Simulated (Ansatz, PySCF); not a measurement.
Reaction (SMILES): BOC + O (H2O) → BO (H3BO) [borinic acid] + CO (CH4O) [methanol]
Structures are relaxed separately at B3LYP-D3(BJ)/def2-TZVP in Ansatz (a first-principles code), one conformer each, not searched for the lowest. Frequencies are from Ansatz or PySCF.

Property: bond separation energy (0 K, with B3LYP-D3(BJ) harmonic zero-point energies), in kcal/mol. Valence correlation only, unless marked. No spin-orbit coupling. No relativistic terms. Basis-set limits of correlation are two-point, X^-3; Hartree-Fock from the larger set.

```
level                         program  bond separation energy (kcal/mol)
---------------------  --------------  ---------------------------------
PBE-D3(BJ)/def2-TZVPD  Ansatz + dftd3                                3.3
revPBE/def2-TZVPD              Ansatz                                2.5
```

Task: Estimate the value at CCSD(T)/CBS(cc-pVTZ,cc-pVQZ) as computed with Ansatz.

Result: 3.2 kcal/mol
